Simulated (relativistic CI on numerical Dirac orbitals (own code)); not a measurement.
Method of calculation: Dirac-Coulomb-Breit CI, KLI orbitals optimised for each configuration, model QED, unscaled Slater integrals (own radial code, finite nucleus).

Configuration list (outside the closed core 1s2): 2s², 2s2p, 2p², 2p3s, 2p3p, 2s3s, 2s3p, 2s3d, 2s4s, 2s4p, 2s4d, 2s4f, 2s5s, 3s², 2s5p, 2s5d, 2s5f, 2s5g, 3s3p, 3p². Levels of other configurations are missing.

At this charge energies of transitions that change n are usually good to better than 1 %, and those within a shell (Δn = 0) to a few per cent.

Outline of the computed level scheme of W LXXI. Lowest level of each configuration: 2s² ¹S0 at 0.0 eV; 2s2p ³P°0 at 172.7 eV; 2p² ³P0 at 486.8 eV; 2s3s ³S1 at 10984.6 eV; 2s3p ³P°0 at 11065.7 eV; 2p3s ³P°0 at 11198.9 eV; 2p3p ³D1 at 11247.8 eV; 2s3d ³D1 at 11537.0 eV; 2s4s ³S1 at 14740.6 eV.

Some strong electric-dipole decays among the lowest 36 levels: 2s3d ³D3 → 2s2p ³P°2 (1.7e+15 s⁻¹); 2s3d ³D2 → 2s2p ³P°1 (1.6e+15 s⁻¹); 2s3d ¹D2 → 2s2p ¹P°1 (1.4e+15 s⁻¹); 2s3d ³D1 → 2s2p ³P°0 (1.0e+15 s⁻¹); 2p3p ³P0 → 2s2p ³P°1 (7.7e+14 s⁻¹); 2s3p ¹P°1 → 2s² ¹S0 (6.7e+14 s⁻¹); 2p3p ³P1 → 2s2p ³P°2 (5.9e+14 s⁻¹); 2p3p ³D1 → 2s2p ³P°1 (5.3e+14 s⁻¹).

LS names give the leading component of a level, which can be under half, so a name can repeat, a term be missing and a line seem to break the LS rules.
